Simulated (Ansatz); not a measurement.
The same hydrolysis along the group F, Cl, Br.

Isolated molecules relaxed with PBE0-D4/def2-TZVP in Ansatz; ΔE leaves out vibrations. CBS: MP2 limit from def2 TZ/QZ plus the TZ coupled-cluster correction, frozen cores. This one scheme is used for every species. Functionals use def2-TZVPP. B3LYP here is the variant with VWN-RPA as its local correlation; programs differ in this. For Br, Ge outer-core shells are correlated without core-valence functions, which leaves a few kJ/mol of doubt a bond. Scalar relativity is left out up to krypton. Each species was taken in one conformer, which may not be the lowest.

| reaction | CCSD(T)/CBS(def2) (kJ/mol) |
| --- | --- |
| `FC[CH2][GeH3]` + H₂O → `OC[CH2][GeH3]` + H–F | 4 |
| `ClC[CH2][GeH3]` + H₂O → `OC[CH2][GeH3]` + HCl | ? |
| `[GeH3][CH2]CBr` + H₂O → `OC[CH2][GeH3]` + HBr | 41 |

Question: Fill in the missing values. (An estimate is asked.)

Answer: Ansatz gave: `ClC[CH2][GeH3]` + H₂O → `OC[CH2][GeH3]` + HCl: +28.9 kJ/mol.

Largest T1 diagnostic: 0.011, for `FC[CH2][GeH3]`.
